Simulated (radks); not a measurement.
Polarisability of neutral iridium, [Xe] 4f14 5d7 6s2, at imaginary frequency. Method: scalar-relativistic Kohn-Sham, LDA (Slater exchange, VWN5 correlation), spin-polarised, spherical densities, finite nucleus; open shells are filled with parallel spins first (spin-orbit coupling, left out, can overturn this in heavy ions); Fermi nuclear charge, rms radius 5.4032 fm; computed with a radial shooting solver on a logarithmic mesh with Libxc functionals. Response by self-consistent Sternheimer equations with the Hartree and adiabatic LDA kernel, the relativistic mass of each level held fixed and spin-orbit coupling left out.

w (hartree)  alpha1(iw) (bohr^3)
0.00266                    45.31
0.0143                     45.18
0.0360                     44.46
0.0697                     42.32
0.118                      37.91
0.186                      31.27
0.280                      23.73
0.413                      16.89
0.605                      11.47
0.892                      7.451
1.35                       4.539
2.12                       2.498
3.59                       1.174
6.94                      0.4348
17.5                      0.1047

Static values: alpha1 = 45.32 bohr^3 (6.715 angstrom^3; uncoupled 93.20). C6 = 491.1, triple-dipole C9 = 15270 atomic units. One-pole (London) frequency 4 C6 / (3 alpha1^2) = 0.319 hartree, against 0.225 for minus the highest occupied eigenvalue. Recommended static value: 54 bohr^3 (Schwerdtfeger and Nagle, 2023 table).
